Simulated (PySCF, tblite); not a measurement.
Isomers of C5H10O3Si, one GFN2-xTB conformer each. Single-point energies are computed at PBE0/pcSseg-1 (PySCF, gas phase, no added dispersion term), electronic only.

Question: Rank them by PBE0/pcSseg-1 energy, lowest first (kcal/mol).
A. `[CH2:1]=[CH:2][C@H:3]([SiH3:4])[O:5][C:6](=[O:7])[O:8][CH3:9]` with C1–C2–C3–Si4 -89°, C2–C3–O5–C6 -155°, C3–O5–C6–O7 -2°, O5–C6–O8–C9 -179°
B. `[CH3:1][O:2][C:3](=[O:4])[Si@@H:5]1[CH2:6][CH2:7][CH2:8][O:9]1` with C1–O2–C3–O4 1°, O2–C3–Si5–C6 -127°, C3–Si5–C6–C7 -138°, Si5–C6–C7–C8 35°, C6–C7–C8–O9 -37°, C7–C8–O9–Si5 19°
C. `[CH2:1]=[CH:2][O:3][SiH2:4][CH2:5][C:6](=[O:7])[O:8][CH3:9]` with C1–C2–O3–Si4 2°, C2–O3–Si4–C5 -179°, O3–Si4–C5–C6 -173°, Si4–C5–C6–O7 97°, C5–C6–O8–C9 176°

Answer: B (0.0), C (14.9), A (42.8).

As drawn, the lowest has an Si–O bond, which the highest lacks; the highest has a C=C bond outside aromatic rings, which the lowest lacks. GFN2-xTB itself gives, in the same order: 0.0, 1.8, 28.6. Both levels put the same isomer lowest; measured from each level's own lowest isomer, the values differ by up to 14.2 kcal/mol (C=C[C@H]([SiH3])OC(=O)OC: 28.6 against 42.8).

Question: Which frontier levels, dipoles and rotational constants go with these structures?

Answer: 
| SMILES | HOMO (eV, PBE0/pcSseg-1) | LUMO (eV) | dipole (D) | A, B, C (MHz) |
| --- | --- | --- | --- | --- |
| COC(=O)[Si@@H]1CCCO1 | -7.48 | -0.71 | 1.81 | 3624, 726.3, 714.2 |
| C=CO[SiH2]CC(=O)OC | -7.19 | 0.14 | 1.93 | 4090, 551.0, 525.3 |
| C=C[C@H]([SiH3])OC(=O)OC | -7.37 | -0.22 | 0.28 | 2514, 744.4, 643.8 |

Question: What happens when harmonic zero-point energies from GFN2-xTB frequencies are added?

Answer: 
```json
{"SMILES": "COC(=O)[Si@@H]1CCCO1", "ZPE (kcal/mol)": "91.6", "electronic (kcal/mol)": "0.0", "with ZPE (kcal/mol)": "0.0"}
{"SMILES": "C=CO[SiH2]CC(=O)OC", "ZPE (kcal/mol)": "88.0", "electronic (kcal/mol)": "14.9", "with ZPE (kcal/mol)": "11.3"}
{"SMILES": "C=C[C@H]([SiH3])OC(=O)OC", "ZPE (kcal/mol)": "86.3", "electronic (kcal/mol)": "42.8", "with ZPE (kcal/mol)": "37.4"}
```

The zero-point energies span 5.3 kcal/mol. The order is unchanged.

Question: As an exercise, what shares would exp(−E/RT) give at 2000 K from these electronic energies alone (no entropy, no degeneracies)?

Answer: RT = 3.974 kcal/mol: COC(=O)[Si@@H]1CCCO1 97.7 %, C=CO[SiH2]CC(=O)OC 2.3 %, C=C[C@H]([SiH3])OC(=O)OC under 0.1 %.
